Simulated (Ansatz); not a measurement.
```yaml
atoms:
  - { symbol: C, position_ang: [0.0358, -0.0369, -0.6229] }
  - { symbol: O, position_ang: [0.0202, -0.0440, 0.6215] }
  - { symbol: H, position_ang: [-0.0345, 0.7887, 0.9175] }
  - { symbol: H, position_ang: [0.0387, -0.9525, -1.0351] }
  - { symbol: H, position_ang: [-0.3804, 0.7370, -1.1167] }
```

Basis set: def2-TZVP (spherical functions). Left uncorrelated: 2 orbitals. Charge 0, multiplicity 2.

Computed with Ansatz (development build ahead of 0.2.0); each method stands on the lowest determinant of its kind that the runs found.

The atomization energy at this shape (free ground-state atoms in the same class of orbitals less the molecule, no zero-point energy) of doublet CH₃O:

```json
{"method": "UHF", "atomization energy": "11.83 eV"}
```

Question: What does UHF-MP2 give?

Answer: 16.42 eV. Caution: the shape is not the minimum.
